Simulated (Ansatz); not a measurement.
A geometry optimisation of C3H10AlB with PBE0-D3(BJ)/pcseg-1

The starting geometry of this gas-phase singlet was optimised with GFN2-xTB; its bonds are those of `CCB[CH2][AlH2]`.

```xyz
15

C    -1.4887   -1.5911    0.4581
C    -0.2284   -0.9375    1.0205
C     0.9035   -1.3441   -1.4183
Al   -0.1155    0.0616   -2.4260
B     1.0118   -0.8597    0.0379
H    -1.7576   -1.1180   -0.4941
H    -2.3293   -1.4844    1.1417
H    -1.3300   -2.6533    0.2819
H    -0.4740    0.0927    1.3042
H     1.9912   -0.3323    0.4225
H     0.0446   -1.4310    1.9576
H     0.3169   -2.2625   -1.5547
H     1.8581   -1.4622   -1.9474
H     0.3541    0.4922   -3.8415
H    -1.3376    0.8776   -1.9321
```

Task: Where would you expect an optimisation with PBE0-D3(BJ)/pcseg-1 to take it?

Result: It keeps its bonds, and is `CCB[CH2][AlH2]`.

The energy falls by 0.15 eV over 29 steps:

```csv
step,E − E(last) (eV)
1,0.154
4,0.003
7,0.001
10,0.001
13,0.001
17,0.000
20,0.000
23,0.000
26,0.000
29,0.000
```

Final geometry (Å):

```xyz
15

C    -1.5259   -1.6503    0.6200
C    -0.2450   -0.9222    1.0003
C     0.8110   -1.3508   -1.4896
Al    0.0655    0.1438   -2.5449
B     0.9141   -0.8382   -0.0534
H    -2.0129   -1.1842   -0.2470
H    -2.2579   -1.6531    1.4377
H    -1.3292   -2.6984    0.3582
H    -0.4682    0.1126    1.3187
H     1.9243   -0.2602    0.2833
H     0.1954   -1.3616    1.9129
H     0.0657   -2.1499   -1.6409
H     1.7638   -1.5874   -1.9813
H     0.9474    0.8254   -3.6775
H    -1.4288    0.6226   -2.2862
```

Frequencies at the end are all real (lowest 35 cm⁻¹). Run with Ansatz 0.2.0, 83 s on 2 threads of Arm Neoverse V2 (shared host).
